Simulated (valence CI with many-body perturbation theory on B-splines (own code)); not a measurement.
## E1 line list for Tm20+

Level of theory: valence CI with perturbative core correlation (CI+MBPT): three valence electrons over a frozen Dirac-Fock core [Kr] 4d10, radial functions for each j: 8 s, 8 p, 9 d, 9 f, 6 g, 3 h, 2 i, with the one-electron correlation potential Σ1 (screened to all orders), the two-electron term Σ2, the three-electron term Σ3, Breit, model QED; selected single and double excitations, second order for the rest (own B-spline code, finite nucleus).

No measured spectrum was set against this ion. As an estimate, terms of the open shell hold to a few per cent of their energy, and close levels can change places. Core correlation moves these levels by up to 43000 cm⁻¹, and in measured spectra 5 to 20 % of such shifts remained as error; rates that hang on mixing are uncertain with them.

Lines 1 to 50 of 189 in falling wavelength, among levels below 63.927 eV, chosen from the strongest by gf and those to the six lowest levels. Wavelengths and rates use the calculated energies, so an error of 2000 cm⁻¹ moves a line at 33.04 nm by 0.66 % and its rate by three times that or more. Electric multipoles are in the length gauge, E1 and E2 with the static RPA response of the core. Weak lines are less certain than strong ones. Lines between different terms over intervals too small for the method are left out, as are lines whose strength nearly cancels. Where a level lies close to another of its J and parity, the split of strength between their lines is uncertain. The highest levels of a list are the least certain.

Names give the largest LS component (configuration and term), which can be under half, so a name can repeat, a term be missing and a line seem to break the LS rules; names also repeat where a configuration has a term twice. Letters in brackets count levels of one name in rising energy.

```
λ vac (nm)          Upper             Lower   A (s⁻¹)  S (a.u.) with core polarisation  S without
     33.04   4f²5s ²G_9/2   4f³ ²F°_7/2 [b]  5.59e+03                         9.95e-07   7.25e-07
     32.44   4f²5s ²F_7/2   4f³ ²F°_7/2 [b]  7.49e+03                         1.01e-06   4.74e-07
     32.37   4f²5s ²D_3/2   4f³ ²F°_5/2 [b]  1.40e+04                         9.37e-07   8.06e-07
     29.87   4f²5s ²G_7/2   4f³ ²G°_7/2 [b]  2.99e+04                         3.15e-06   3.24e-06
     29.83   4f²5s ²F_5/2   4f³ ²G°_7/2 [b]  4.49e+04                         3.53e-06   1.84e-06
     29.56   4f²5s ²G_7/2   4f³ ²G°_9/2 [b]  1.37e+04                         1.40e-06   4.99e-07
     28.82   4f²5s ²G_9/2   4f³ ²G°_7/2 [b]  7.85e+03                         9.27e-07   7.35e-07
     28.53   4f²5s ²G_9/2   4f³ ²G°_9/2 [b]  5.98e+04                         6.85e-06   6.71e-06
     28.47   4f²5s ²G_7/2   4f³ ²F°_7/2 [a]  1.05e+04                         9.55e-07   1.09e-06
     28.44   4f²5s ²F_5/2   4f³ ²F°_7/2 [a]  1.00e+04                         6.84e-07   5.07e-07
     28.36   4f²5s ²F_7/2   4f³ ²G°_7/2 [b]  2.68e+04                         2.41e-06   2.20e-06
     28.35   4f²5s ²G_7/2   4f³ ²D°_5/2 [b]  8.37e+03                         7.53e-07   4.88e-07
     28.31   4f²5s ²H_9/2  4f³ ²H°_11/2 [b]  5.50e+03                         6.15e-07   2.18e-07
     28.08   4f²5s ²F_7/2   4f³ ²G°_9/2 [b]  8.25e+04                         7.22e-06   5.05e-06
     27.91   4f²5s ⁴H_9/2      4f³ ²I°_11/2  5.02e+03                         5.39e-07   5.73e-08
     27.79   4f²5s ⁴F_9/2  4f³ ²H°_11/2 [b]  1.15e+04                         1.22e-06   8.63e-07
     27.57   4f²5s ²H_9/2   4f³ ²H°_9/2 [b]  1.26e+04                         1.31e-06   6.36e-07
     27.46   4f²5s ⁴F_3/2       4f³ ⁴D°_1/2  1.52e+04                         6.20e-07   4.80e-07
     27.42   4f²5s ²H_9/2       4f³ ⁴D°_7/2  5.23e+03                         5.32e-07   4.91e-07
     27.23   4f²5s ²F_5/2   4f³ ²F°_5/2 [a]  2.75e+04                         1.64e-06   1.69e-06
     27.22   4f²5s ²F_5/2   4f³ ²D°_3/2 [c]  1.25e+04                         7.46e-07   2.08e-07
     27.10   4f²5s ²F_7/2   4f³ ²F°_7/2 [a]  2.39e+04                         1.88e-06   2.49e-06
     27.05  4f²5s ²H_11/2  4f³ ²H°_11/2 [b]  2.03e+04                         2.38e-06   1.13e-06
     26.94   4f²5s ⁴F_9/2       4f³ ⁴D°_7/2  5.49e+04                         5.29e-06   4.77e-06
     26.75   4f²5s ⁴F_5/2       4f³ ⁴D°_3/2  3.03e+04                         1.72e-06   1.34e-06
     26.73   4f²5s ²G_7/2   4f³ ²H°_9/2 [b]  3.67e+04                         2.77e-06   2.23e-06
     26.71   4f²5s ²H_9/2      4f³ ²I°_11/2  1.11e+05                         1.04e-05   7.03e-06
     26.70   4f²5s ⁴F_5/2       4f³ ⁴D°_5/2  1.04e+04                         5.87e-07   4.97e-07
     26.69   4f²5s ²D_5/2   4f³ ²D°_5/2 [b]  1.86e+04                         1.05e-06   1.24e-06
     26.54   4f²5s ²G_9/2  4f³ ²H°_11/2 [b]  2.86e+04                         2.63e-06   1.92e-06
     26.25   4f²5s ⁴F_9/2      4f³ ²I°_11/2  3.13e+04                         2.80e-06   1.53e-06
     26.25   4f²5s ⁴F_3/2       4f³ ²P°_1/2  2.07e+04                         7.41e-07   4.73e-07
     26.19   4f²5s ⁴F_7/2       4f³ ⁴D°_5/2  6.14e+04                         4.36e-06   3.99e-06
     26.10  4f²5s ²H_11/2      4f³ ²I°_13/2  2.85e+05                         3.00e-05   2.13e-05
     26.09   4f²5s ²H_9/2      4f³ ⁴G°_11/2  1.02e+04                         8.97e-07   7.23e-07
     26.00   4f²5s ²F_7/2   4f³ ²F°_5/2 [a]  8.30e+03                         5.76e-07   2.33e-07
     25.98   4f²5s ⁴H_7/2       4f³ ⁴G°_5/2  3.27e+04                         2.26e-06   1.75e-06
     25.95   4f²5s ⁴H_9/2       4f³ ⁴G°_7/2  2.50e+04                         2.16e-06   1.84e-06
     25.88  4f²5s ⁴H_11/2       4f³ ⁴G°_9/2  4.03e+04                         4.14e-06   3.31e-06
     25.85   4f²5s ⁴F_7/2   4f³ ²D°_5/2 [a]  1.03e+04                         7.00e-07   6.22e-07
     25.79   4f²5s ⁴F_9/2   4f³ ²G°_9/2 [a]  1.64e+04                         1.38e-06   4.26e-07
     25.76   4f²5s ²G_9/2       4f³ ⁴D°_7/2  3.92e+04                         3.31e-06   2.80e-06
     25.72   4f²5s ²G_7/2       4f³ ⁴D°_5/2  1.11e+04                         7.44e-07   2.34e-07
     25.70   4f²5s ⁴F_5/2   4f³ ²D°_3/2 [a]  2.10e+04                         1.05e-06   7.82e-07
     25.66  4f²5s ⁴H_13/2      4f³ ⁴G°_11/2  4.64e+04                         5.41e-06   4.48e-06
     25.65   4f²5s ⁴F_9/2      4f³ ⁴G°_11/2  7.41e+03                         6.17e-07   4.88e-07
     25.63   4f²5s ²D_3/2   4f³ ²F°_5/2 [a]  7.26e+04                         2.42e-06   1.77e-06
     25.62   4f²5s ²D_3/2   4f³ ²D°_3/2 [c]  3.04e+04                         1.01e-06   9.63e-07
     25.60   4f²5s ⁴F_5/2   4f³ ²G°_7/2 [a]  2.16e+04                         1.07e-06   4.47e-07
     25.59  4f²5s ²H_11/2      4f³ ²I°_11/2  1.62e+04                         1.61e-06   1.13e-06
```
